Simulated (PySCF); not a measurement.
Spin states and ions at one geometry of TlH3

PySCF 2.14.0, RKS TPSS, Tl def2-SVP with ECP60, H def2-SVP; non-relativistic Hamiltonian with scalar-relativistic core potentials where named; density fitting; no spin-orbit coupling; singlets restricted, open shells unrestricted. The geometry is relaxed for charge 0, singlet, vacuum:

```xyz
4

Tl    0.4821    0.0000    0.0000
H    -0.3961    0.0000    1.5253
H    -0.3961    0.0000   -1.5253
H     2.2419    0.0000    0.0000
```

Energies count from the relaxed state; an electron taken off or put on is at rest in vacuum. Charges and spins are Mulliken's.

| state | energy (eV) | spin squared | charge on Tl1 (e) | spin on Tl1 (e) | dipole about the centre of mass (D) |
| --- | --- | --- | --- | --- | --- |
| charge 0, singlet, vacuum | 0.00 | 0.00 | 0.25 | 0.00 | 0.00 |
| charge +1, doublet, vacuum | 10.18 | 0.76 | 0.62 | 0.21 | 1.22 |
| charge -1, doublet, vacuum | -0.06 | 0.75 | -0.60 | 1.09 | 0.00 |

Q: What does the state charge 0, triplet, vacuum give?

A: energy (eV) 4.38, spin squared 2.01, charge on Tl1 (e) -0.17, spin on Tl1 (e) 1.23, dipole about the centre of mass (D) 1.22.

With an electron taken off (doublet) the charges change, summed by element, by Tl +0.37 e, H +0.63 e. The vertical ionisation energy is 10.18 eV, against −ε(HOMO) = 7.02 eV of the relaxed state. The level lies 3.2 eV too high, as is usual for semilocal functionals and global hybrids, which keep a self-interaction error.

With an electron put on (doublet) the charges change, summed by element, by Tl -0.85 e, H -0.15 e. The vertical electron affinity is 0.06 eV, against −ε(LUMO) = 2.40 eV of the relaxed state. The basis has no diffuse functions, which an added electron needs. The added electron's level lies above zero.

Open shells may have lower solutions than those found.

No frequency check is given that shows the relaxed geometry to be a minimum.
